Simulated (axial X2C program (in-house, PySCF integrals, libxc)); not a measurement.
## OTaO: properties at the nuclei

Computed with an in-house all-electron X2C program for linear molecules (integrals from PySCF): two-component X2C with atomic mean-field Coulomb and Gaunt terms, Gaussian nuclei, basis O dyall-av3z, Ta dyall-v3z with contracted cores.

O–Ta–O held linear, with bonds 1.794 and 1.794 Å (near the PBE0 minimum at charge 0 of the determinant lowest at the starting distance; the state shown can have its own minimum elsewhere, held linear; other orders of the atoms were not compared).

Determinant lowest in the PBE0 search, Ω = 1/2 (⟨Sz⟩ = 0.50, ⟨Lz⟩ = 0.00 at PBE0), spin on the atoms O -0.03, Ta 0.57, O -0.03:

```csv
level,A∥/gI O (MHz),qzz O (a.u.),A∥/gI Ta (MHz),qzz Ta (a.u.)
PBE0,44.1,-1.36,16400,-24.54
HF,11.6,-1.48,15500,-24.29
PBE,53.7,-1.32,16600,-24.63
```

Determinant 0.07 eV from it at PBE0 and this distance, Ω = 3/2 (⟨Sz⟩ = -0.50, ⟨Lz⟩ = 2.00 at PBE0), spin on the atoms O 0.03, Ta -0.55, O 0.03:

```tsv
level	A∥/gI O (MHz)	qzz O (a.u.)	A∥/gI Ta (MHz)	qzz Ta (a.u.)
PBE0	0.531	-1.28	1500	-19.97
HF	-1.61	-1.41	1630	-18.96
PBE	3.61	-1.24	1500	-20.40
```

A∥ (defined per Ω) follows by multiplying with gI = μI/(I μN); qzz is the electric field gradient, eQq0 = 234.96 MHz × Q/barn × qzz. The operators were transformed with the bare-nucleus X2C matrices; with these basis sets, hyperfine constants and field gradients can be off by tens of per cent, and where levels differ in sign neither size nor sign is settled.

(1) With Q(17O) = -0.02558 barn, gI(181Ta) = 0.6773, Q(181Ta) = 3.17 barn (g factors from the IAEA table of nuclear moments by Stone; Q from Pyykkö, Mol. Phys. 2018), turn the PBE0 values of the first state into constants in MHz.

The molecule was held linear; bending was not examined, so a bent shape may lie lower.

Each state is one determinant with collinear spin. Unrestricted Hartree–Fock can overshoot spin polarisation at the nuclei. At HF a later determinant lies lower. States lie within half an eV, so the first need not be the ground state. Where a field gradient or hyperfine factor spreads by more than a factor of two over the levels, a constant derived from it is not to be relied on. PBE0 term energies can be off by some tenths of an eV.

Results:

(1) eQq0(17O) = 234.96 × (-0.02558) × (-1.36) = 8.17 MHz; A∥(181Ta) = 16400 × 0.6773 = 11100 MHz; eQq0(181Ta) = 234.96 × (3.17) × (-24.54) = -18300 MHz.
